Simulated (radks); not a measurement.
The nuclear charge of the cobalt ion Co2+ is varied continuously with 25 electrons held in [Ar] 3d7. All-electron calculation, Dirac Kohn-Sham, PBEsol, spin-unpolarised, spherical densities, point nucleus; open shells fill j = l - 1/2 first. Program: a radial shooting solver on a logarithmic mesh with Libxc functionals. By the Hellmann-Feynman theorem dE/dZ = E(electron-nucleus)/Z, the electronic potential at the nucleus.

Z     E (hartree)  E(electron-nucleus)/Z (hartree)   HOMO  e(HOMO) (eV)  <r> HOMO (bohr)
26    -1271.05211                         -116.937  3d5/2       -11.392            1.218
26.1  -1282.77597                         -117.540  3d5/2       -12.721            1.193
26.2  -1294.56013                         -118.143  3d5/2       -14.103            1.170
26.3  -1306.40451                         -118.745  3d5/2       -15.537            1.148
26.4  -1318.30907                         -119.346  3d5/2       -17.021            1.127
26.5  -1330.27375                         -119.947  3d5/2       -18.555            1.108
26.6  -1342.29851                         -120.548  3d5/2       -20.137            1.089
26.7  -1354.38332                         -121.148  3d5/2       -21.766            1.071
26.8  -1366.52812                         -121.748  3d5/2       -23.442            1.054
26.9  -1378.73289                         -122.347  3d5/2       -25.163            1.038
27    -1390.99759                         -122.947  3d5/2       -26.928            1.023
27.1  -1403.32221                         -123.546  3d5/2       -28.737            1.008
27.2  -1415.70671                         -124.144  3d5/2       -30.589           0.9936
27.3  -1428.15107                         -124.743  3d5/2       -32.484           0.9799
27.4  -1440.65527                         -125.341  3d5/2       -34.420           0.9668
27.5  -1453.21929                         -125.939  3d5/2       -36.398           0.9541
27.6  -1465.84312                         -126.537  3d5/2       -38.416           0.9419
27.7  -1478.52675                         -127.135  3d5/2       -40.474           0.9301
27.8  -1491.27016                         -127.733  3d5/2       -42.572           0.9188
27.9  -1504.07334                         -128.331  3d5/2       -44.710           0.9078
28    -1516.93628                         -128.928  3d5/2       -46.886           0.8971

The central difference of E at Z = 27 is -122.947 hartree, to compare with the third column; the second derivative is -5.99 hartree.
